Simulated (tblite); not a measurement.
C7H7ClN (doublet state).
Atom-mapped SMILES: `[N:1]#[C:2][CH2:3]/[CH:4]=[CH:5]/[CH:6]=[C:7]\[CH2:8][Cl:9]` (hydrogens: H10, H11 on C3; H12 on C4; H13 on C5; H14 on C6; H15, H16 on C8)
Bond orders are those of one Lewis drawing.

Computed with GFN2-xTB (tblite), gas phase: L-BFGS steps from a force-field or distance-geometry start until the largest atomic force falls under 0.01 eV/Å.

Step 19: E = -703.4529 eV
```
atom  x, y, z in Å  |  force x, y, z in eV/Å
N1      4.3117   -0.4274   -1.2756    0.006  -0.011   0.003
C2      3.5057    0.2014   -0.7653   -0.026   0.005  -0.039
C3      2.4780    0.9771   -0.1117    0.000  -0.026   0.020
C4      1.4241    0.0641    0.4494   -0.035   0.112   0.015
C5      0.1353    0.1447    0.1283   -0.037  -0.015   0.041
C6     -0.8476   -0.7723    0.6981   -0.001  -0.030  -0.015
C7     -2.1242   -0.8034    0.4703   -0.001   0.002  -0.006
C8     -3.4254   -0.5981    0.0512   -0.006  -0.069   0.044
Cl9    -3.6636    1.0795   -0.9378    0.092   0.004  -0.008
H10     2.9621    1.5439    0.6933   -0.055   0.008  -0.009
H11     2.0451    1.6777   -0.8341    0.034  -0.050   0.060
H12     1.7661   -0.6812    1.1615    0.017   0.089  -0.133
H13    -0.2442    0.8841   -0.5648    0.058  -0.046   0.028
H14    -0.4011   -1.5099    1.3648   -0.099  -0.020  -0.005
H15    -3.7850   -1.3246   -0.6731    0.031  -0.009  -0.035
H16    -4.1444   -0.4466    0.8523    0.022   0.056   0.040
```

Step 20: E = -703.4557 eV
```
atom  x, y, z in Å  |  force x, y, z in eV/Å
N1      4.3041   -0.4333   -1.2711    0.048  -0.042  -0.037
C2      3.5003    0.2019   -0.7665   -0.041   0.032   0.010
C3      2.4767    0.9810   -0.1123   -0.072  -0.049   0.039
C4      1.4205    0.0689    0.4468   -0.080   0.067   0.015
C5      0.1305    0.1463    0.1267   -0.038  -0.018   0.051
C6     -0.8467   -0.7790    0.6984    0.000   0.009  -0.042
C7     -2.1251   -0.8107    0.4772    0.104  -0.014   0.015
C8     -3.4229   -0.5982    0.0546    0.013  -0.045   0.035
Cl9    -3.6339    1.0795   -0.9471    0.075  -0.015   0.011
H10     2.9562    1.5454    0.6961   -0.024   0.018  -0.015
H11     2.0422    1.6804   -0.8332    0.035  -0.017   0.037
H12     1.7606   -0.6809    1.1562    0.024   0.109  -0.144
H13    -0.2554    0.8879   -0.5628    0.077  -0.083   0.059
H14    -0.3916   -1.5177    1.3587   -0.121  -0.006  -0.015
H15    -3.7825   -1.3237   -0.6694    0.004  -0.018  -0.048
H16    -4.1406   -0.4389    0.8545   -0.005   0.073   0.029
```

Step 21: E = -703.4589 eV
```
atom  x, y, z in Å  |  force x, y, z in eV/Å
N1      4.2955   -0.4403   -1.2661    0.063  -0.049  -0.063
C2      3.4939    0.2024   -0.7680   -0.039   0.035   0.060
C3      2.4742    0.9847   -0.1124   -0.120  -0.049   0.040
C4      1.4149    0.0760    0.4440   -0.099   0.002   0.012
C5      0.1241    0.1479    0.1259   -0.032  -0.013   0.051
C6     -0.8454   -0.7869    0.6981   -0.001   0.040  -0.053
C7     -2.1254   -0.8192    0.4851    0.166  -0.028   0.025
C8     -3.4195   -0.5996    0.0595    0.031  -0.017   0.019
Cl9    -3.5977    1.0793   -0.9578    0.054  -0.035   0.031
H10     2.9488    1.5475    0.6990    0.013   0.024  -0.016
H11     2.0396    1.6831   -0.8313    0.024   0.034  -0.006
H12     1.7549   -0.6785    1.1472    0.041   0.091  -0.110
H13    -0.2669    0.8908   -0.5595    0.070  -0.092   0.065
H14    -0.3831   -1.5270    1.3515   -0.125  -0.003  -0.015
H15    -3.7794   -1.3228   -0.6658   -0.024  -0.019  -0.045
H16    -4.1360   -0.4285    0.8575   -0.023   0.081   0.004
```

Q: Estimate the geometry and energy of step 22. (The exact step hangs on the optimiser's Hessian estimate; all steps are aligned on step 21, rigid shifts and turns removed.)

A: E = -703.4618 eV, largest force 0.141 eV/Å
```
atom  x, y, z in Å  |  force x, y, z in eV/Å
N1      4.2873   -0.4469   -1.2619    0.039  -0.021  -0.059
C2      3.4879    0.2029   -0.7688   -0.025   0.010   0.087
C3      2.4700    0.9874   -0.1119   -0.110  -0.020   0.018
C4      1.4082    0.0830    0.4415   -0.070  -0.048   0.006
C5      0.1174    0.1491    0.1262   -0.019  -0.005   0.039
C6     -0.8435   -0.7939    0.6973   -0.004   0.041  -0.036
C7     -2.1242   -0.8277    0.4926    0.136  -0.035   0.015
C8     -3.4153   -0.6013    0.0645    0.036   0.000   0.003
Cl9    -3.5627    1.0782   -0.9672    0.036  -0.049   0.046
H10     2.9418    1.5496    0.7011    0.037   0.021  -0.016
H11     2.0377    1.6862   -0.8295    0.009   0.075  -0.047
H12     1.7502   -0.6746    1.1368    0.062   0.035  -0.041
H13    -0.2765    0.8919   -0.5553    0.036  -0.063   0.040
H14    -0.3773   -1.5357    1.3443   -0.104  -0.013  -0.002
H15    -3.7769   -1.3220   -0.6630   -0.038  -0.007  -0.023
H16    -4.1319   -0.4172    0.8600   -0.020   0.077  -0.028
```

The energy changes by -0.0029 eV. The first-order estimate −F·Δx gives -0.0041 eV and the mean of the old and new forces, exact on a quadratic surface, -0.0029 eV. The step makes an angle of 78° with the force vector and moves no atom by more than 0.036 Å.

What follows is the cost of the whole relaxation. The run took 0.43 s wall on an Arm Neoverse V2 with one thread, on a shared host.
